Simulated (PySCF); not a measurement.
**The third ionisation energy along group 8**

All values are computed (PySCF 2.14, energy differences of UHF-based or UKS calculations, no spin-orbit coupling). Values in eV. The last column holds reference values (NIST; (s) semi-empirical, (t) theoretical, else measured). Unmarked ones compare directly (S terms, centres of terms, or small fine structure); those marked * lie between the lowest fine-structure levels and include a spin-orbit shift.

| element | configurations | PBE | PBE0 | MP2 (valence) | MP2 (valence and next inner shell) | SCS-MP2 (valence and next inner shell) | CCSD(T) (valence) | reference |
| --- | --- | --- | --- | --- | --- | --- | --- | --- |
| Fe (def2-QZVPPD, non-relativistic) | [Ar] 3d6 → [Ar] 3d5 | 31.696 | 31.212 | 30.171 | 30.649 | 30.639 | 30.170 | 30.651 ± 0.012 * |
| Ru (def2-QZVPPD with the def2 core potential (28 electrons), ECP) | [Kr] 4d6 → [Kr] 4d5 | 28.622 | 28.416 | 27.851 | 27.862 | 27.896 | 27.886 | 28.47 (s) * |
| Os (def2-QZVPPD with the def2 core potential (60 electrons), ECP) | [Xe] 4f14 5d6 → [Xe] 4f14 5d5 | 26.989 | 26.782 | 26.208 | 26.296 | 26.334 | 26.318 | 25 ± 1.6 (t) * |

"Valence" correlates the outer s and p shells and, in groups 3 to 12 and the f block, the outer d or f shell, open or full, or the next shell where the ion has no valence electron left; the wider scheme adds the next inner shell.
